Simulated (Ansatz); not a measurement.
Ansatz (a first-principles code) input for C5H7F, SMILES CC1=C(F)CC1, PBE0-D3(BJ)/def2-SVP. 

Ansatz 0.2 input:
```yaml
crystal:
  periodic: [false, false, false]
  atoms:
    - {symbol: C, position_ang: [1.91934003, -0.38031361, -0.71657232]}
    - {symbol: C, position_ang: [0.49035276, -0.30063552, -0.32213928]}
    - {symbol: C, position_ang: [-0.27090275, 0.50657610, 0.41002204]}
    - {symbol: F, position_ang: [-0.03664337, 1.62537088, 1.11627063]}
    - {symbol: C, position_ang: [-1.55469471, -0.23517211, 0.21122583]}
    - {symbol: C, position_ang: [-0.69027657, -1.19434138, -0.65026665]}
    - {symbol: H, position_ang: [2.08248775, -1.24572192, -1.35382768]}
    - {symbol: H, position_ang: [2.21956151, 0.51687446, -1.25705606]}
    - {symbol: H, position_ang: [2.55663988, -0.46594241, 0.16314621]}
    - {symbol: H, position_ang: [-2.32911047, 0.30302768, -0.33231184]}
    - {symbol: H, position_ang: [-1.98345593, -0.67907545, 1.10784566]}
    - {symbol: H, position_ang: [-0.61766353, -2.20916576, -0.26418265]}
    - {symbol: H, position_ang: [-0.96158133, -1.22501561, -1.70366700]}
basis:
  gaussian:
    orbitals: def2-SVP
hamiltonian:
  xc: pbe0
  dispersion: d3bj
relax: {f_tol: 0.002, max_steps: 200}
```

Log of the run:

```
WARN ansatz: RAYON_NUM_THREADS=1 ignored (pool sized by the plan → 1); use --threads N
Functional definition: PBE0
integrals: 0.09 GiB planned
1362 factors; integrals over basis functions are off by at most 3.1e-4 eV
mean field: 0.53 GiB planned
mean field evaluation 1: about -7992.9429 eV, gradient 5.3e1 eV
mean field evaluation 2: about -7990.5221 eV, gradient 6.1e1 eV
mean field evaluation 4: about -7999.7881 eV, gradient 2.8e0 eV
mean field evaluation 8: about -7999.8502 eV, gradient 3.3e-1 eV
mean field evaluation 16: about -7999.8504 eV, gradient 5.9e-6 eV
mean field -7999.85040694 eV, -293.9890799618 hartree, gradient 6.1e-6 eV, S^2 0.000000; 0 other end points of the search recorded, 0 dependent functions left out
the calculation of the forces begins
reference -7999.85043254 eV, -293.9890809026 hartree; 23, 23 occupied and 96, 96 virtual orbitals, 1362 factors
relax step   1: F+E_penalty+E_count = -8000.06864994 eV  Δ(F+E_penalty+E_count) = +0.000e0 eV  max|allowed force component| = 7.140e-1 eV/Å  Δτ_max = 0.0000 Å  (28 SCF iters, accepted)
these checks for a lower state are left out or cut short: starts, cluster_reference, orbital_swaps, neighbouring_geometries, increment
integrals: 0.09 GiB planned
1362 factors; integrals over basis functions are off by at most 3.3e-4 eV
mean field: 0.53 GiB planned
mean field -7999.89022801 eV, -293.9905433590 hartree, gradient 1.8e-5 eV, S^2 0.000000; 0 other end points of the search recorded, 0 dependent functions left out
the calculation of the forces begins
reference -7999.89025364 eV, -293.9905443007 hartree; 23, 23 occupied and 96, 96 virtual orbitals, 1362 factors
relax step   2: F+E_penalty+E_count = -8000.10757354 eV  Δ(F+E_penalty+E_count) = -3.892e-2 eV  max|allowed force component| = 2.995e-1 eV/Å  Δτ_max = 0.0285 Å  (30 SCF iters, accepted)
these checks for a lower state are left out or cut short: starts, cluster_reference, orbital_swaps, neighbouring_geometries, increment
integrals: 0.09 GiB planned
1362 factors; integrals over basis functions are off by at most 3.3e-4 eV
mean field: 0.53 GiB planned
mean field -7999.89490602 eV, -293.9907152726 hartree, gradient 1.7e-5 eV, S^2 0.000000; 0 other end points of the search recorded, 0 dependent functions left out
the calculation of the forces begins
reference -7999.89493162 eV, -293.9907162134 hartree; 23, 23 occupied and 96, 96 virtual orbitals, 1362 factors
relax step   3: F+E_penalty+E_count = -8000.11207014 eV  Δ(F+E_penalty+E_count) = -4.497e-3 eV  max|allowed force component| = 2.402e-2 eV/Å  Δτ_max = 0.0111 Å  (30 SCF iters, accepted)
these checks for a lower state are left out or cut short: starts, cluster_reference, orbital_swaps, neighbouring_geometries, increment
integrals: 0.09 GiB planned
1362 factors; integrals over basis functions are off by at most 3.3e-4 eV
mean field: 0.53 GiB planned
mean field evaluation 32: about -7999.8484 eV, gradient 2.1e-1 eV
mean field -7999.89496581 eV, -293.9907174699 hartree, gradient 7.2e-6 eV, S^2 0.000000; 0 other end points of the search recorded, 0 dependent functions left out
the calculation of the forces begins
reference -7999.89499140 eV, -293.9907184105 hartree; 23, 23 occupied and 96, 96 virtual orbitals, 1362 factors
relax step   4: F+E_penalty+E_count = -8000.11214260 eV  Δ(F+E_penalty+E_count) = -7.245e-5 eV  max|allowed force component| = 6.839e-3 eV/Å  Δτ_max = 0.0025 Å  (24 SCF iters, accepted)
these checks for a lower state are left out or cut short: starts, cluster_reference, orbital_swaps, neighbouring_geometries, increment
integrals: 0.09 GiB planned
1362 factors; integrals over basis functions are off by at most 3.3e-4 eV
mean field: 0.53 GiB planned
mean field -7999.89498819 eV, -293.9907182925 hartree, gradient 2.4e-5 eV, S^2 0.000000; 0 other end points of the search recorded, 0 dependent functions left out
the calculation of the forces begins
reference -7999.89501378 eV, -293.9907192330 hartree; 23, 23 occupied and 96, 96 virtual orbitals, 1362 factors
relax step   5: F+E_penalty+E_count = -8000.11216805 eV  Δ(F+E_penalty+E_count) = -2.545e-5 eV  max|allowed force component| = 5.421e-3 eV/Å  Δτ_max = 0.0036 Å  (21 SCF iters, accepted)
these checks for a lower state are left out or cut short: starts, cluster_reference, orbital_swaps, neighbouring_geometries, increment
integrals: 0.09 GiB planned
1362 factors; integrals over basis functions are off by at most 3.3e-4 eV
mean field: 0.53 GiB planned
[...]
mean field: 0.53 GiB planned
mean field -7999.59617643 eV, -293.9797371628 hartree, gradient 1.2e-5 eV, S^2 0.000000; 0 other end points of the search recorded, 0 dependent functions left out
the calculation of the forces begins
reference -7999.59620092 eV, -293.9797380629 hartree; 23, 23 occupied and 96, 96 virtual orbitals, 1362 factors
relax step  24: F+E_penalty+E_count = -7999.81149304 eV  Δ(F+E_penalty+E_count) = +3.573e-1 eV  max|allowed force component| = 3.079e0 eV/Å  Δτ_max = 0.1000 Å  (29 SCF iters, rejected (line search))
these checks for a lower state are left out or cut short: starts, cluster_reference, orbital_swaps, neighbouring_geometries, increment
integrals: 0.09 GiB planned
1362 factors; integrals over basis functions are off by at most 4.5e-4 eV
mean field: 0.53 GiB planned
mean field -7999.95195303 eV, -293.9928117118 hartree, gradient 1.7e-5 eV, S^2 0.000000; 0 other end points of the search recorded, 0 dependent functions left out
the calculation of the forces begins
reference -7999.95197785 eV, -293.9928126240 hartree; 23, 23 occupied and 96, 96 virtual orbitals, 1362 factors
relax step  25: F+E_penalty+E_count = -8000.16941434 eV  Δ(F+E_penalty+E_count) = -6.369e-4 eV  max|allowed force component| = 3.259e-3 eV/Å  Δτ_max = 0.0356 Å  (29 SCF iters, accepted)
these checks for a lower state are left out or cut short: starts, cluster_reference, orbital_swaps, neighbouring_geometries, increment
integrals: 0.09 GiB planned
1362 factors; integrals over basis functions are off by at most 4.7e-4 eV
mean field: 0.53 GiB planned
mean field -7999.92987255 eV, -293.9920002690 hartree, gradient 1.6e-5 eV, S^2 0.000000; 0 other end points of the search recorded, 0 dependent functions left out
the calculation of the forces begins
reference -7999.92989730 eV, -293.9920011784 hartree; 23, 23 occupied and 96, 96 virtual orbitals, 1362 factors
relax step  26: F+E_penalty+E_count = -8000.14790957 eV  Δ(F+E_penalty+E_count) = +2.150e-2 eV  max|allowed force component| = 1.259e0 eV/Å  Δτ_max = 0.0351 Å  (29 SCF iters, rejected (line search))
these checks for a lower state are left out or cut short: starts, cluster_reference, orbital_swaps, neighbouring_geometries, increment
integrals: 0.09 GiB planned
1362 factors; integrals over basis functions are off by at most 4.6e-4 eV
mean field: 0.53 GiB planned
mean field evaluation 192: about -7999.9521 eV, gradient 1.7e-5 eV
mean field -7999.95210814 eV, -293.9928174118 hartree, gradient 1.7e-5 eV, S^2 0.000000; 0 other end points of the search recorded, 0 dependent functions left out
the calculation of the forces begins
reference -7999.95213297 eV, -293.9928183242 hartree; 23, 23 occupied and 96, 96 virtual orbitals, 1362 factors
relax step  27: F+E_penalty+E_count = -8000.16957195 eV  Δ(F+E_penalty+E_count) = -1.576e-4 eV  max|allowed force component| = 4.538e-3 eV/Å  Δτ_max = 0.0171 Å  (30 SCF iters, accepted)
these checks for a lower state are left out or cut short: starts, cluster_reference, orbital_swaps, neighbouring_geometries, increment
integrals: 0.09 GiB planned
1362 factors; integrals over basis functions are off by at most 4.7e-4 eV
mean field: 0.53 GiB planned
mean field -7999.95169412 eV, -293.9928021967 hartree, gradient 1.6e-5 eV, S^2 0.000000; 0 other end points of the search recorded, 0 dependent functions left out
the calculation of the forces begins
reference -7999.95171895 eV, -293.9928031093 hartree; 23, 23 occupied and 96, 96 virtual orbitals, 1362 factors
relax step  28: F+E_penalty+E_count = -8000.16913145 eV  Δ(F+E_penalty+E_count) = +4.405e-4 eV  max|allowed force component| = 1.072e-1 eV/Å  Δτ_max = 0.0250 Å  (29 SCF iters, rejected (line search))
these checks for a lower state are left out or cut short: starts, cluster_reference, orbital_swaps, neighbouring_geometries, increment
integrals: 0.09 GiB planned
1362 factors; integrals over basis functions are off by at most 4.7e-4 eV
mean field: 0.53 GiB planned
mean field -7999.95215574 eV, -293.9928191611 hartree, gradient 1.4e-5 eV, S^2 0.000000; 0 other end points of the search recorded, 0 dependent functions left out
the calculation of the forces begins
reference -7999.95218057 eV, -293.9928200736 hartree; 23, 23 occupied and 96, 96 virtual orbitals, 1362 factors
relax step  29: F+E_penalty+E_count = -8000.16962177 eV  Δ(F+E_penalty+E_count) = -4.982e-5 eV  max|allowed force component| = 9.195e-3 eV/Å  Δτ_max = 0.0123 Å  (22 SCF iters, accepted)
these checks for a lower state are left out or cut short: starts, cluster_reference, orbital_swaps, neighbouring_geometries, increment
integrals: 0.09 GiB planned
1362 factors; integrals over basis functions are off by at most 4.8e-4 eV
mean field: 0.53 GiB planned
mean field -7999.95214263 eV, -293.9928186792 hartree, gradient 2.0e-5 eV, S^2 0.000000; 0 other end points of the search recorded, 0 dependent functions left out
the calculation of the forces begins
reference -7999.95216746 eV, -293.9928195919 hartree; 23, 23 occupied and 96, 96 virtual orbitals, 1362 factors
relax step  30: F+E_penalty+E_count = -8000.16961030 eV  Δ(F+E_penalty+E_count) = +1.146e-5 eV  max|allowed force component| = 1.536e-2 eV/Å  Δτ_max = 0.0117 Å  (23 SCF iters, rejected (line search))
these checks for a lower state are left out or cut short: starts, cluster_reference, orbital_swaps, neighbouring_geometries, increment
integrals: 0.09 GiB planned
1362 factors; integrals over basis functions are off by at most 4.7e-4 eV
mean field: 0.53 GiB planned
mean field -7999.95217007 eV, -293.9928196878 hartree, gradient 1.8e-5 eV, S^2 0.000000; 0 other end points of the search recorded, 0 dependent functions left out
the calculation of the forces begins
reference -7999.95219490 eV, -293.9928206004 hartree; 23, 23 occupied and 96, 96 virtual orbitals, 1362 factors
relax step  31: F+E_penalty+E_count = -8000.16963389 eV  Δ(F+E_penalty+E_count) = -1.212e-5 eV  max|allowed force component| = 8.526e-4 eV/Å  Δτ_max = 0.0057 Å  (23 SCF iters, accepted)
integrals: 0.09 GiB planned
1362 factors; integrals over basis functions are off by at most 4.7e-4 eV
mean field: 0.53 GiB planned
mean field evaluation 224: about -7999.9049 eV, gradient 6.7e-1 eV
mean field -7999.95217007 eV, -293.9928196878 hartree, gradient 1.8e-5 eV, S^2 0.000000; 1 other end points of the search recorded, 0 dependent functions left out
the calculation of the forces begins
reference -7999.95219490 eV, -293.9928206004 hartree; 23, 23 occupied and 96, 96 virtual orbitals, 1362 factors
Total energy: -8000.16965872 eV, -294.0008122483 hartree
Atom 0 at     1.924321    -0.364814    -0.722101 Å, force     0.000643    -0.000382     0.000277 eV/Å
Atom 1 at     0.495317    -0.297060    -0.342377 Å, force     0.000006     0.000122    -0.000692 eV/Å
Atom 2 at    -0.311347     0.587577     0.257270 Å, force     0.000063    -0.000063     0.000192 eV/Å
Atom 3 at    -0.113592     1.795933     0.759294 Å, force    -0.000312     0.000340    -0.000187 eV/Å
Atom 4 at    -1.568014    -0.215705     0.198217 Å, force     0.000463    -0.000496     0.000853 eV/Å
Atom 5 at    -0.658076    -1.271520    -0.504529 Å, force    -0.000211     0.000590    -0.000644 eV/Å
Atom 6 at     2.042238    -0.502794    -1.809939 Å, force    -0.000224     0.000218     0.000850 eV/Å
Atom 7 at     2.454014     0.554324    -0.434172 Å, force    -0.000382    -0.000828    -0.000116 eV/Å
Atom 8 at     2.426646    -1.217540    -0.235406 Å, force    -0.000111     0.000561    -0.000524 eV/Å
Atom 9 at    -2.377540     0.194149    -0.427275 Å, force     0.000261    -0.000120    -0.000054 eV/Å
Atom 10 at    -1.988388    -0.531644     1.166728 Å, force    -0.000261     0.000167     0.000058 eV/Å
Atom 11 at    -0.556257    -2.220121     0.048334 Å, force    -0.000062     0.000145     0.000115 eV/Å
Atom 12 at    -0.945268    -1.494319    -1.545559 Å, force     0.000128    -0.000255    -0.000129 eV/Å
Dipole moment:    -0.002232    -0.261696    -0.118615 e Å
```

Self-consistency was reached.

Cost: very roughly 2.1 core-minutes.
